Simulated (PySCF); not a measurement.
Where the electron goes

Species: (H3Sn)2S.
Structure used (PBE0-D3(BJ)/def2-SVP), in Å, numbered top down from 1:
```xyz
9
H6SSn2 angstrom
Sn    -1.0170   -1.3331    0.7745
H     -0.7315   -0.6212    2.3067
H     -1.3204   -3.0098    0.9104
H     -2.3076   -0.5293   -0.0186
S      0.9882   -1.1567   -0.5786
Sn     1.1024    1.2527   -0.8171
H      2.7079    1.5889   -1.2953
H     -0.0216    1.7673   -2.0035
H      0.7323    1.9717    0.6958
```

Level of theory: PySCF, TDDFT CAM-B3LYP/def2-SVPD, vertical, gas phase, core orbitals frozen in the response, def2 core potentials past Kr. Spin–orbit coupling is left out.

Kohn–Sham orbitals with the atoms that hold most of them (Löwdin shares over 4%, at most four atoms; ? is withheld):

```csv
orbital,ε (eV),atoms
HOMO-3,-10.67,"Sn6 22%, Sn1 21%, H2 17%, H8 16%"
HOMO-2,-10.02,"S5 34%, Sn1 18%, Sn6 18%, H3 14%"
HOMO-1,-9.52,?
HOMO,?,"S5 76%, Sn1 8%, Sn6 7%"
LUMO,-0.16,?
LUMO+1,0.25,"S5 24%, Sn6 23%, Sn1 21%, H9 6%"
LUMO+2,0.40,"Sn1 29%, Sn6 28%, H3 7%, H7 7%"
```

Problem. Which atoms hold the LUMO, and with what shares?

Solution. S5 (bonded to 2 Sn) 28%; Sn1 (bonded to S and 3 H) 21%; Sn6 (bonded to S and 3 H) 20%; H3 (bonded to Sn) 6%. By element: tin 41%, sulfur 28%, hydrogen 6% or more.

Problem. Give the leading atoms of the HOMO-1.

Solution. S5 (bonded to 2 Sn) 60%; Sn6 (bonded to S and 3 H) 12%; Sn1 (bonded to S and 3 H) 12%; H9 (bonded to Sn) 5%. By element: sulfur 60%, tin 24%, hydrogen 5% or more.

Problem. What is the HOMO energy, and the HOMO–LUMO gap?

Solution. ε(HOMO) = -8.35 eV; the gap is 8.19 eV (0.3011 hartree).

Problem. How does S1 compare with the orbital gap of 8.19 eV?

Solution. S1 is at 4.90 eV (f = 0.022), 3.29 eV below the gap, made of HOMO→LUMO (93%). 

Problem. One configuration dominates each of S1, S2 and S5. Which, and how do the shares of the two leading atoms of either orbital change from the occupied to the empty one?

Solution. 
- S1 (4.90 eV, f 0.022), HOMO→LUMO (93%): S5 76% → 28%, Sn1 8% → 21%
- S2 (5.34 eV, f 0.0000), HOMO→LUMO+1 (86%): S5 76% → 24%, Sn1 8% → 21%, Sn6 7% → 23%
- S5 (6.37 eV, f 0.102), HOMO-1→LUMO (78%): S5 60% → 28%, Sn6 12% → 20%, Sn1 12% → 21%
